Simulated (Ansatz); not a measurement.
Cost and result for the atomization energy of CH₁₀AlNSi₂ (15 atoms, 15 bonds).

```xyz
15

C     1.140    1.881   -0.586
Si   -0.506    1.074   -0.986
N    -1.272    0.575    0.664
Al   -1.130   -1.144   -0.407
Si    0.719   -2.445    0.531
H     1.789    1.188   -0.045
H     1.652    2.151   -1.513
H     1.016    2.791    0.007
H    -1.435    2.127   -1.498
H    -2.195    0.944    0.853
H    -0.699    0.702    1.489
H    -2.583   -1.679   -0.763
H     1.743   -1.523    1.117
H     0.331   -3.379    1.631
H     1.431   -3.263   -0.494
```

The species carries charge 0 and has multiplicity 1. The bonds changed during the relaxation, so this is another structure than the one it started from. All single points use the PBE0-D4/def2-TZVP geometry. It is one conformer, not always the lowest. Program: Ansatz. All runs use 2 threads of an AMD EPYC 7R13 on a shared host and a share of an NVIDIA H100 80 GB. Times are those of one run each, without the atoms' runs, and a repeat can differ threefold. Electronic energies, without spin–orbit coupling; frozen cores. CCSD(T)/CBS adds CCSD(T) − MP2 in def2-TZVPP to the MP2 limit, and its time is that of the two runs behind it. T1 = 0.012. B3LYP takes the VWN-RPA correlation (the form of Gaussian; ORCA's B3LYP/G).

CCSD(T)/CBS is a level of theory with its own doubt, some kJ/mol a heavy atom from the limit and from the frozen cores, so smaller differences don't rank the functionals.

| level | functions | atomization (kcal/mol) | difference from CCSD(T)/CBS | per bond |
| --- | --- | --- | --- | --- |
| MP2/def2-QZVPP | 624 | 1127.0 | -15.6 | -1.0 |
| r2SCAN-D4/def2-TZVPP (with forces) | 328 | 1141.9 | -0.7 | 0.0 |
| ωB97X-V/def2-TZVPP | 328 | 1150.0 | 7.4 | 0.5 |
| CCSD(T)/def2-TZVPP | 328 | 1112.7 | -29.9 | -2.0 |
| PBE0-D4/def2-TZVPP | 328 | 1135.0 | -7.6 | -0.5 |
| CCSD(T)/CBS(def2) | – | 1142.6 | 0.0 | 0.0 |
| B3LYP-D4/def2-TZVPP (with forces) | 328 | 1141.6 | -1.0 | -0.1 |
| B2PLYP/def2-TZVPP | 328 | 1124.2 | -18.4 | -1.2 |
| PBE-D4/def2-TZVPP (with forces) | 328 | 1143.3 | 0.7 | 0.0 |
| ωB97M-V/def2-TZVPP (with forces) | 328 | 1143.7 | 1.1 | 0.1 |

(1) Order the runs by time, with rough figures. (Best estimate.)

## Answers

(1) The calculation gave: PBE0-D4/def2-TZVPP 2 s; PBE-D4/def2-TZVPP (with forces) 2.3 s; B2PLYP/def2-TZVPP 2.5 s; r2SCAN-D4/def2-TZVPP (with forces) 2.7 s; B3LYP-D4/def2-TZVPP (with forces) 2.8 s; ωB97X-V/def2-TZVPP 3 s; ωB97M-V/def2-TZVPP (with forces) 3.7 s; MP2/def2-QZVPP 3.9 s; CCSD(T)/def2-TZVPP 4.4 s; CCSD(T)/CBS(def2) 8.2 s.

From PBE to PBE0 (25 % exact exchange), in def2-TZVPP and without D4, the atomization energy moves by −7.2 kcal/mol: exact exchange takes away binding that semilocal exchange gives to molecules. In def2-TZVPP, CCSD(T) changes the Hartree–Fock value by +269.8 kcal/mol (the triples alone add +12.8 kcal/mol) and MP2 by +266.3 kcal/mol; breaking electron pairs costs correlation energy, which Hartree–Fock lacks. The D4 term adds +13.6 kcal/mol with B3LYP and +7.3 kcal/mol with PBE0; it sums over pairs of atoms, weighted by their polarisabilities, and B3LYP, whose exchange is more repulsive, gets the larger term.
